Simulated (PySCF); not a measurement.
**How methods differ on the excitation energy of I⁺**

I⁺ [Kr] 4d10 5s2 5p4 (3P) → I⁺ [Kr] 4d10 5s1 5p5 (3P), as a difference of total energies. Calculation: PySCF 2.14, in aug-cc-pwCVDZ-PP with ECP28MDF; scalar relativity through the core potential. Correlated levels: valence: 4s2 4p6 4d10 frozen; valence and next inner shell: nothing frozen outside the core potential. The calculations carry no spin-orbit coupling.

```tsv
method	excitation energy (eV)	error (eV)
UHF	12.021	+2.035
LDA	11.124	+1.138
PBE	11.016	+1.030
PBE0	11.294	+1.308
r2SCAN	11.164	+1.178
wB97X-V	11.484	+1.498
BLYP	11.033	+1.047
M06	11.240	+1.254
MN15	11.471	+1.485
MP2 (valence)	11.040	+1.054
SCS-MP2 (valence)	10.894	+0.908
MP2 (valence and next inner shell)	11.021	+1.035
SCS-MP2 (valence and next inner shell)	10.877	+0.891
```

Reference: 9.986 eV (measured; NIST levels, between the centres of gravity of the two terms).

Errors of the correlated levels include the incompleteness of this basis and the frozen core.
